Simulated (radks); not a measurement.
Isoelectronic series with 10 electrons, all held in the configuration [Ne], which need not be the ground one along the series. Method: non-relativistic Kohn-Sham, r2SCAN, spin-unpolarised, spherical densities, point nucleus; meta-GGA in the generalised Kohn-Sham scheme; computed with a radial shooting solver on a logarithmic mesh with Libxc functionals. Total energies (hartree) and mean radii <r> (bohr):

ion,E (hartree),2p,2s,1s
Ne,-128.93484,0.9738,0.8969,0.1581
Al3+,-240.39367,0.5962,0.6228,0.1205
S6+,-387.96486,0.4356,0.4750,0.09726
K9+,-571.57962,0.3441,0.3837,0.08151
Mn15+,-1046.86647,0.2429,0.2772,0.06153
Ni18+,-1338.52460,0.2119,0.2434,0.05481
Ga21+,-1666.18830,0.1879,0.2170,0.04940

Estimate the row of Ti12+.

Answer. E (hartree) -791.21657; 2p 0.2847; 2s 0.3219; 1s 0.07013.
